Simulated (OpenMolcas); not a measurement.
## Cu2+: effect of the metal basis and ligand basis

Cu2+ with 6 ligands (fluoride) in octahedral coordination (Oh) at 2.04 Å. A charge of +0.667 e stands 2.6 Å behind each ligand.

- Program: OpenMolcas 26.06
- Method: SS-CASPT2, IPEA 0.25 Eh, imaginary shift 0.1 Eh (closed shells correlated: 3s 3p and the ligand valence shells)
- Spin-orbit coupling: state interaction with AMFI integrals over the reference wave functions

Fixed: active space 9 electrons in 5 orbitals (3d), DKH2 Hamiltonian.

States (labels of O, the rotations of Oh). Energies in cm-1 above the lowest state or level, χT in cm3 K/mol; 10Dq is the gap between the two states.

```csv
Run,Metal basis,Ligand basis,Ground state,First state of that spin,10Dq,First gap with spin-orbit (degeneracies),χT at 300 K,Cost
A,ANO-RCC-VDZP,ANO-RCC-VDZP,2E,2T2 6230,6231,"5560 (4, 2)",0.612,roughly 9 core-seconds
B,ANO-RCC-VTZP,ANO-RCC-VTZP,2E,2T2 5940,5939,"5280 (4, 2)",0.621,roughly 60 core-seconds
```

Against A, |10Dq| changes by -4.7 % in B.

Costs are those of the CASPT2 steps.

Over all roots computed the reference weight is 0.71 in A, 0.69 in B; a low but even weight reflects the number of correlated electrons. An orbital doublet at a regular site is open to a Jahn-Teller distortion, which this geometry leaves out. A single d shell leaves out the double-shell effect, which counts most for late 3d ions, where the CASPT2 field can be off either way by tens of per cent. Ligand-to-metal charge-transfer states are missing. With one d shell and no ligand orbital active, 10Dq can be off by tens of per cent for divalent 3d ions, low with halides held by bare charges and at times high in hosts, and the orbital part of g and χT goes as 1/10Dq. Free-ion shares, where given, are those of the reference states; single-state CASPT2 does not remix them. No measured value stands beside these numbers; the geometry is a model, was not optimised and need not be the one that this ion takes.
